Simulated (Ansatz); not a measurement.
`CO[Si]C` at its PBE0-D4/def2-TZVP geometry, where that method's forces vanish. The species carries charge 0 and has multiplicity 1.

```csv
atom,x (Å),y (Å),z (Å)
C1,-1.513,0.315,0.211
O2,-0.612,1.295,-0.246
Si3,1.003,1.295,-0.567
C4,1.521,-0.496,-0.161
H5,-2.300,0.175,-0.535
H6,-1.025,-0.646,0.394
H7,-1.977,0.660,1.138
H8,0.989,-1.227,-0.782
H9,1.323,-0.751,0.887
H10,2.592,-0.620,-0.339
```

For each bond, give half the difference of the two atoms' forces along it (eV/Å; positive pushes the atoms apart) under PBE-D4, r2SCAN-D4, B3LYP-D4, ωB97M-V in def2-TZVPP. (Estimate.)

Ansatz gave: 
```csv
bond,length (Å),PBE-D4,r2SCAN-D4,B3LYP-D4,ωB97M-V
C1–O2,1.407,0.20,0.31,0.29,0.24
C1–H5,1.093,0.08,-0.07,-0.10,-0.11
C1–H6,1.093,0.07,-0.08,-0.09,-0.09
C1–H7,1.093,0.08,-0.07,-0.10,-0.11
O2–Si3,1.646,0.37,-0.02,0.04,0.02
Si3–C4,1.908,0.04,0.00,0.14,0.03
C4–H8,1.097,0.11,0.00,-0.05,-0.05
C4–H9,1.097,0.11,0.00,-0.05,-0.05
C4–H10,1.093,0.10,-0.03,-0.06,-0.04
```

B3LYP here is the variant with VWN-RPA as its local correlation; programs differ in this.
